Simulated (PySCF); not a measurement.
This script is equivalent to a calculation on Tl²⁺ (thallium, charge +2).

```python
from pyscf import gto, scf, dft, mp, cc
import basis_set_exchange as bse
txt = bse.get_basis("def2-SVP", elements=["Tl"], fmt="nwchem", header=False)
cut = txt.index("\nECP")
mol = gto.M(atom="Tl 0 0 0", charge=2, spin=1, symmetry="D2h",
            basis=gto.basis.parse(txt[:cut]),
            ecp={"Tl": gto.basis.parse_ecp(txt[cut:])})
mf = dft.UKS(mol, xc="M06L")
mf.irrep_nelec = {'Ag': (4, 3), 'B1g': (1, 1), 'B2g': (1, 1), 'B3g': (1, 1), 'B1u': (1, 1), 'B2u': (1, 1), 'B3u': (1, 1)}
mf.kernel()
```

Task: What total energy does it give?

Result: -171.682 hartree (calculated).

Task: Which occupied shell lies highest, and where?

Result: 6s α, at -25.185 eV.

Task: What is ⟨S²⟩, and what would a pure spin state give?

Result: 0.750, against 0.75.

Energies and moments cover only the electrons outside the core potential. Spin-orbit coupling, which splits the p, d and f shells strongly at this Z, is absent.
